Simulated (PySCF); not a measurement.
Species: C5H10O2S.
Atom-mapped SMILES: `[CH3:1][C:2]1([CH3:3])[CH2:4][CH2:5][S:6]1(=[O:7])=[O:8]` (hydrogens: H9, H10, H11 on C1; H12, H13, H14 on C3; H15, H16 on C4; H17, H18 on C5)

Structure optimised with GFN2-xTB, isolated species.

Problem. What internal coordinates does the optimisation give?

Solution. 
```
                  bond  length (Å)   order
          C1–C2, C2–C3       1.511  single
                 C2–C4       1.541  single
                 C4–C5       1.529  single
                 C5–S6       1.837  single
          S6=O7, S6=O8       1.437  double
                 C2–S6       1.856  single
C1–H9 and 5 like bonds       1.088  single
        C4–H15, C4–H16       1.090  single
        C5–H17, C5–H18       1.083  single
```

Bonds in one row agree within 0.01 Å and their mean is given. Orders are formal, as drawn. A selection of angles:
```
   angle  degrees
C1–C2–C3    113.9
C1–C2–C4    113.8
C1–C2–S6    109.5
C3–C2–C4    115.5
C3–C2–S6    113.7
C4–C2–S6     87.6
C2–C4–C5    100.6
C4–C5–S6     88.6
C5–S6–O7    113.9
C5–S6–O8    111.6
O7–S6–O8    117.6
C2–S6–C5     79.5
C2–S6–O7    115.7
C2–S6–O8    112.6
```

Dihedral angles: C1–C2–C4–C5 -95° (anticlinal); C2–C4–C5–S6 -16° (synperiplanar); C4–C5–S6–O7 127° (anticlinal); C1–C2–S6–C5 101° (anticlinal). The mirror-image conformer, all signs reversed, is as good.

Of the pairs four or more bonds apart, O8···H13 is among the closest relative to their van der Waals radii: 2.56 Å, 94 % of the sum of Bondi's values. The 4 C–C bonds span 1.510 Å (C2–C3, drawn single) to 1.541 Å (C2–C4, drawn single), a spread of 0.031 Å. The 4-membered ring C2–C4–C5–S6 has internal angles of 79.5° to 100.6° (sum 356°, against 360° for a flat polygon); it is puckered, 0.10 Å rms from its mean plane, widest ring torsion 16°. S6 (sulfonyl sulfur) has angles from 79.5° to 117.6°.

Point group: C1 (no symmetry element, even within 0.4 Å). GFN2-xTB frequencies: not computed here. One conformer, not necessarily the lowest.
